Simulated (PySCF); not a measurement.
Compound: C8H7O (charge +1).
Structure used (GFN2-xTB), in Å, numbered top down from 1:
```
atom  x, y, z in Å
C1     3.4592   -0.1416    0.6262
C2     2.4648   -0.5067    0.0705
C3     1.2768   -0.9632   -0.6264
C4     0.0190   -0.3281   -0.1576
C5    -0.0760    0.5195    0.9441
C6    -1.3114    1.0460    1.2808
C7    -2.4303    0.7116    0.5063
C8    -2.2419   -0.1314   -0.5585
O9    -1.0594   -0.6201   -0.8625
H10    4.3416    0.1712    1.1030
H11    1.3933   -0.7878   -1.7034
H12    1.1912   -2.0523   -0.5103
H13    0.8165    0.7466    1.5064
H14   -1.4126    1.7060    2.1295
H15   -3.4095    1.0999    0.7335
H16   -3.0288   -0.4606   -1.2254
```

The calculation used TDDFT CAM-B3LYP/def2-SVPD, vertical, gas phase, core orbitals frozen in the response in PySCF 2.14.0, density-fitted response routines.

Transition dipole moments from the ground state, in atomic units and in the frame of the coordinates above (overall signs are arbitrary), for the states with f of 0.002 or more among the lowest 7:

```
state  E (eV)      μx      μy      μz
   S1   4.220  -0.469   0.139   0.045
   S3   5.104  -1.233   0.173  -0.125
   S4   5.895   0.489  -0.207  -0.149
   S6   6.318  -0.015  -0.107   0.072
   S7   6.442   0.067  -0.069  -0.088
```

Task: What oscillator strength does each state have?

Result: f = (2/3) ΔE |μ|² with ΔE in hartree (27.2114 eV).

```json
{"state": "S1", "|μ|² (au)": "0.242", "|μ| (D)": "1.25", "f": "0.025"}
{"state": "S3", "|μ|² (au)": "1.566", "|μ| (D)": "3.18", "f": "0.196"}
{"state": "S4", "|μ|² (au)": "0.304", "|μ| (D)": "1.40", "f": "0.044"}
{"state": "S6", "|μ|² (au)": "0.017", "|μ| (D)": "0.33", "f": "0.003"}
{"state": "S7", "|μ|² (au)": "0.017", "|μ| (D)": "0.33", "f": "0.003"}
```

Task: Which bond between heavy atoms lies closest to the direction of the S3 transition dipole?

Result: C8–O9 and C5–C6, at 24° from it; next C3–C4 at 30°.

Task: What angle do the transition dipoles of S1 and S3 make?

Result: |cos θ| = |μa·μb| / (|μa| |μb|) = 0.97, so θ ≈ 14° (taken between 0 and 90°, since the signs are arbitrary).

Task: How is the summed strength of these states shared among x, y and z?

Result: (2/3) Σ ΔE μα² gives 0.248 for x, 0.014 for y and 0.007 for z, 0.270 in all.

Task: What peak molar absorption coefficient would the strongest computed level give as a lone Gaussian band 0.3 eV wide at half height?

Result: ε(max) = 2.175×10⁸ f / FWHM, with the width in cm⁻¹. S3: 2.175×10⁸ × 0.1959 / 2420 ≈ 18000 L mol⁻¹ cm⁻¹.

One conformer stands for the species.
